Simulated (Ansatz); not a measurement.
C4H9O (SMILES [CH2]C(C)(C)O), doublet, geometry from GFN2-xTB. Base run: PBE/6-31G* in Ansatz (a program for electronic structure).

The Ansatz input:
Ansatz 0.2 input:
```yaml
crystal:
  periodic: [false, false, false]
  atoms:
    - {symbol: C, position_ang: [0.61166572, 1.15119891, 0.78906624]}
    - {symbol: C, position_ang: [0.01673001, 0.05823887, -0.00844018]}
    - {symbol: C, position_ang: [-1.20766344, -0.52930005, 0.73250715]}
    - {symbol: C, position_ang: [1.04543595, -1.06829925, -0.23885495]}
    - {symbol: O, position_ang: [-0.36740157, 0.49932723, -1.30008057]}
    - {symbol: H, position_ang: [0.81682883, 2.10526978, 0.34486652]}
    - {symbol: H, position_ang: [0.91411373, 0.97092246, 1.80100114]}
    - {symbol: H, position_ang: [-0.90624909, -0.94065666, 1.69094494]}
    - {symbol: H, position_ang: [-1.65262507, -1.31570821, 0.12807493]}
    - {symbol: H, position_ang: [-1.95189088, 0.24666320, 0.90287815]}
    - {symbol: H, position_ang: [0.58536582, -1.85316215, -0.83264327]}
    - {symbol: H, position_ang: [1.89686087, -0.67164289, -0.78425602]}
    - {symbol: H, position_ang: [1.38063336, -1.47459075, 0.71014596]}
    - {symbol: H, position_ang: [-0.94083446, 1.26725635, -1.20603734]}
basis:
  gaussian:
    orbitals: 6-31G*
hamiltonian:
  xc: pbe
magnetization: {spin_polarized: true, initial_magnetization: 1}
```

The base run was repeated with changes; each row names its change, and settings that it needs were set with it.

| change | basis functions | E (Eh) |
|---|---|---|
| base | 93 | -232.68095 |
| basis = jorge-DZP-DKH; relativity = spin-free X2C; nucleus = Gaussian | 120 | -232.82145 |
| basis = cc-pVDZ-DK; relativity = spin-free X2C; nucleus = Gaussian | 115 | -232.80944 |
| basis = x2c-TZVPall; relativity = none | 209 | -232.78013 |
| basis = jorge-DZP-DKH; relativity = none | 120 | -232.70521 |
| basis = x2c-TZVPall; relativity = spin-free X2C | 209 | -232.89776 |
| basis = jorge-DZP-DKH; relativity = spin-free X2C | 120 | -232.82147 |
| basis = x2c-TZVPall; relativity = spin-free X2C; nucleus = Gaussian | 209 | -232.89774 |
| basis = cc-pVDZ-DK; relativity = spin-free X2C | 115 | -232.80947 |
| basis = cc-pVDZ-DK; relativity = none | 115 | -232.69127 |

Absolute energies of different levels of theory aren't comparable as measures of quality.

Ansatz warned in this series: the basis is contracted for relativity, which the run leaves out.

Basis sets contracted for a relativistic Hamiltonian are a mismatch without it, so the rows without relativity aren't non-relativistic limits. No row has spin-orbit coupling; sets with core potentials leave out the core electrons.
